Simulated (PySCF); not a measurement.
Species: C₅H₈S₂.
Numbering: `[CH3:1][C:2]1=[CH:3][CH2:4][CH2:5][S:6][S:7]1` (hydrogens: H8, H9, H10 on C1; H11 on C3; H12, H13 on C4; H14, H15 on C5)

The geometry is computed with GFN2-xTB (gas phase).

(1) Give the optimised bond lengths and angles.

Answers

(1) 
| bond | length (Å) | order |
| --- | --- | --- |
| C1–C2 | 1.495 | single |
| C2=C3 | 1.328 | double |
| C3–C4 | 1.501 | single |
| C4–C5 | 1.519 | single |
| C5–S6 | 1.828 | single |
| S6–S7 | 2.042 | single |
| C2–S7 | 1.783 | single |
| C1–H8, C1–H9, C1–H10 | 1.089 | single |
| C3–H11 | 1.083 | single |
| C4–H12, C4–H13 | 1.095 | single |
| C5–H14, C5–H15 | 1.089 | single |

Bonds in one row agree within 0.01 Å and their mean is given. Orders are formal, as drawn. A selection of angles:
| angle | degrees |
| --- | --- |
| C2–C1–H8 | 110.7 |
| C2–C1–H9 | 109.9 |
| H8–C1–H9 | 109.1 |
| H9–C1–H10 | 107.6 |
| C1–C2–C3 | 123.9 |
| C1–C2–S7 | 111.8 |
| C3–C2–S7 | 124.2 |
| C2–C3–C4 | 129.7 |
| C2–C3–H11 | 116.9 |
| C4–C3–H11 | 113.3 |
| C3–C4–C5 | 115.5 |
| C3–C4–H12 | 108.3 |
| C5–C4–H12 | 109.2 |
| C5–C4–H13 | 108.5 |
| H12–C4–H13 | 107.0 |
| C4–C5–S6 | 109.8 |
| C4–C5–H14 | 111.2 |
| S6–C5–H14 | 106.4 |
| S6–C5–H15 | 107.5 |
| H14–C5–H15 | 109.6 |
| C5–S6–S7 | 96.4 |
| C2–S7–S6 | 101.1 |

Dihedral angles: C1–C2–C3–C4 -178° (antiperiplanar); C2–C3–C4–C5 13° (synperiplanar); C3–C4–C5–S6 -54° (synclinal); C4–C5–S6–S7 72° (synclinal); C5–S6–S7–C2 -53° (synclinal); C1–C2–S7–S6 -157° (antiperiplanar). The mirror-image conformer, all signs reversed, is as good.

The 6-membered ring C2–C3–C4–C5–S6–S7 has internal angles of 96.4° to 129.7°; it is puckered, 0.30 Å rms from its mean plane, widest ring torsion 72°. The C–S distances run from 1.783 Å (C2–S7, drawn single) to 1.828 Å (C5–S6, drawn single), a spread of 0.045 Å. S6 (disulfide sulfur) is bent (angle 96.4°). Of the pairs four or more bonds apart, H8···H11 is among the closest relative to their van der Waals radii: 2.33 Å, 97 % of the sum of Bondi's values. The 4 C–C bonds span 1.328 Å (C2=C3, drawn double) to 1.519 Å (C4–C5, drawn single), a spread of 0.191 Å.

Point group: C1 (no symmetry element, even within 0.4 Å). Not checked by GFN2-xTB frequencies. One conformer, not necessarily the lowest.
